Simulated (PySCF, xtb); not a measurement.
## Two structures of FN2Si−

We compare I, `[N-]=N[Si]F`, a singlet, with II, a singlet given by its coordinates. Both are isolated ions in the gas phase, relaxed with B3LYP-D3(BJ)/def2-SVPD; the shapes shown needn't be the lowest conformers.

I (Å):

```xyz
4

F     1.5606   -3.4564    0.6637
N    -1.4172   -3.3825    2.7449
N    -0.2703   -3.3847    2.5415
Si    1.4980   -3.3799    2.4118
```

II (Å):

```xyz
4

F    -1.3477    1.0323    1.1977
N     0.0069    0.0796   -1.0288
N     0.6312   -0.4227   -0.0937
Si    0.1561    1.3676    0.3740
```

Close contacts (Å): F1–Si4 1.75, N2–N3 1.23, N2–Si4 1.91, N3–Si4 1.91.

Quicker runs give these differences E(II) − E(I): GFN2-xTB +7.0 kcal/mol; HF/STO-3G −34.8 kcal/mol (at GFN2-xTB geometries); r2SCAN-D4/def2-SVPD −10.4 kcal/mol (at GFN2-xTB geometries).

Task: Estimate which is lower in electronic energy at CCSD(T)/def2-SVPD, and by roughly how much.

Result: The CCSD(T)/def2-SVPD calculation puts structure II lower, by 4.9 kcal/mol.

Level by level:

```json
{"level": "GFN2-xTB", "geometry": "GFN2-xTB", "E(II) − E(I) (kcal/mol)": "+7.0", "departure from the last row (kcal/mol)": "+11.9", "job, with rough time for the two": "optimisation, 0.099 s"}
{"level": "HF/STO-3G", "geometry": "GFN2-xTB", "E(II) − E(I) (kcal/mol)": "−34.8", "departure from the last row (kcal/mol)": "−29.8", "job, with rough time for the two": "single point, 1 s"}
{"level": "r2SCAN-D4/def2-SVPD", "geometry": "GFN2-xTB", "E(II) − E(I) (kcal/mol)": "−10.4", "departure from the last row (kcal/mol)": "−5.4", "job, with rough time for the two": "single point, 5.7 s"}
{"level": "B3LYP-D3(BJ)/def2-SVPD", "geometry": "B3LYP-D3(BJ)/def2-SVPD", "E(II) − E(I) (kcal/mol)": "−3.5", "departure from the last row (kcal/mol)": "+1.5", "job, with rough time for the two": "optimisation, 69 s"}
{"level": "HF/def2-SVPD", "geometry": "B3LYP-D3(BJ)/def2-SVPD", "E(II) − E(I) (kcal/mol)": "−9.9", "departure from the last row (kcal/mol)": "−5.0", "job, with rough time for the two": "part of the CCSD(T) run"}
{"level": "MP2/def2-SVPD", "geometry": "B3LYP-D3(BJ)/def2-SVPD", "E(II) − E(I) (kcal/mol)": "−5.2", "departure from the last row (kcal/mol)": "−0.3", "job, with rough time for the two": "part of the CCSD(T) run"}
{"level": "CCSD(T)/def2-SVPD", "geometry": "B3LYP-D3(BJ)/def2-SVPD", "E(II) − E(I) (kcal/mol)": "−4.9", "departure from the last row (kcal/mol)": "", "job, with rough time for the two": "single point, 15 s"}
```

GFN2-xTB puts the two in the other order. The largest departure from CCSD(T)/def2-SVPD is that of HF/STO-3G, 29.8 kcal/mol. No reliable frequencies are at hand for I or II, so they aren't confirmed as minima.

The T1 diagnostic of structures I and II is large, so the coupled-cluster value is less sure. The correlated steps freeze 8 core orbitals. Run with PySCF 2.14.0, xtb 6.7.1; the last row on 2 threads of AMD EPYC 9R45 96-Core Processor (Zen 5) on a shared host.
